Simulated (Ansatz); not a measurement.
A search over several starts for the lowest SCF solution of Mg₁₁MnS₁₁Br₂ at the given spin, in a small basis.

```yaml
crystal:
  periodic: [false, false, false]
  atoms:
    - {symbol: S, position_ang: [-2.822141, -0.653120, 1.043774]}
    - {symbol: S, position_ang: [-3.998838, 3.114704, 0.356816]}
    - {symbol: S, position_ang: [-1.914279, -4.161877, 0.115201]}
    - {symbol: S, position_ang: [1.013571, -2.752380, -1.770948]}
    - {symbol: S, position_ang: [-1.661104, 0.196679, -2.020014]}
    - {symbol: S, position_ang: [-0.981618, 3.072778, 2.511713]}
    - {symbol: S, position_ang: [0.493186, -1.005271, 2.001695]}
    - {symbol: S, position_ang: [1.243911, 1.146267, -0.359669]}
    - {symbol: S, position_ang: [-1.247847, 3.890643, -2.064360]}
    - {symbol: S, position_ang: [4.105347, -1.172964, -0.444803]}
    - {symbol: S, position_ang: [3.272019, 1.902222, 2.843090]}
    - {symbol: Mg, position_ang: [-1.431921, -2.467084, 1.799399]}
    - {symbol: Mg, position_ang: [-2.987289, 2.203704, -1.594162]}
    - {symbol: Mg, position_ang: [-2.819459, 1.644549, 1.855888]}
    - {symbol: Mg, position_ang: [-1.638926, 3.966575, 0.347010]}
    - {symbol: Mg, position_ang: [-1.347927, -2.145391, -1.251318]}
    - {symbol: Mg, position_ang: [0.366223, -4.597947, -0.358454]}
    - {symbol: Mg, position_ang: [2.148068, -2.217441, 0.543857]}
    - {symbol: Mg, position_ang: [0.131405, 1.952680, -2.395847]}
    - {symbol: Mg, position_ang: [2.289531, -0.567139, -1.964747]}
    - {symbol: Mn, position_ang: [-0.731125, -0.000517, 0.226412]}
    - {symbol: Mg, position_ang: [1.012297, 1.726817, 2.247879]}
    - {symbol: Mg, position_ang: [3.587917, 0.739482, 0.892593]}
    - {symbol: Br, position_ang: [2.080517, -4.687037, 1.469384]}
    - {symbol: Br, position_ang: [1.838475, 0.871058, -4.030399]}
basis:
  gaussian: {orbitals: def2-SVP, fitting: {mean_field: def2-universal-jkfit}, initial_orbitals: start.molden}
magnetization: {spin_polarized: true, initial_magnetization: 3}
hamiltonian: {xc: pbe, dispersion: d4}
output: {orbitals: {seedname: orbitals}}
```

The file start.molden holds the orbitals of an earlier run on this structure, at another level or in another basis.

```sh
$ ansatz run in.yaml --threads 2 --pin off --events-out ev --progress --plain --max-ram 32768MiB --backend cuda --devices 0, --max-vram 18GiB
```

Output, abridged:

```
Functional definition: PBE
3436 factors; integrals over basis functions are off by at most 1.6e-1 eV
mean field evaluation 1: about -350340.1658 eV, gradient 4.2e-2 eV
mean field evaluation 2: about -350340.1484 eV, gradient 6.5e-4 eV
mean field evaluation 4: about -350340.1484 eV, gradient 2.2e-5 eV
mean field evaluation 8: about -349853.7659 eV, gradient 3.0e2 eV
mean field evaluation 16: about -350331.3825 eV, gradient 3.5e1 eV
mean field evaluation 32: about -350331.5075 eV, gradient 3.1e1 eV
mean field evaluation 64: about -350337.3894 eV, gradient 5.4e0 eV
mean field -350340.14835052 eV, -12874.7629828001 hartree, gradient 2.2e-5 eV, S^2 3.843619; 9 other end points of the search recorded, 0 dependent functions left out
reference -350340.14846358 eV, -12874.7629869549 hartree; 203, 200 occupied and 288, 291 virtual orbitals, 3436 factors
Total energy: -350342.86412308 eV, -12874.8627856009 hartree
```

Hardware: 2 threads of AMD EPYC 7R13 on a shared host and a share (18 GiB) of an NVIDIA H100 80GB HBM3. Wall time 51 s, peak host memory 1.5 GiB.

Single mean-field runs in def2-SVP are fitted with def2-universal-jkfit. At PBE0-D4/def2-SVP a sextet of charge 0 lies 1.51 eV below the quartet, each at its own geometry.
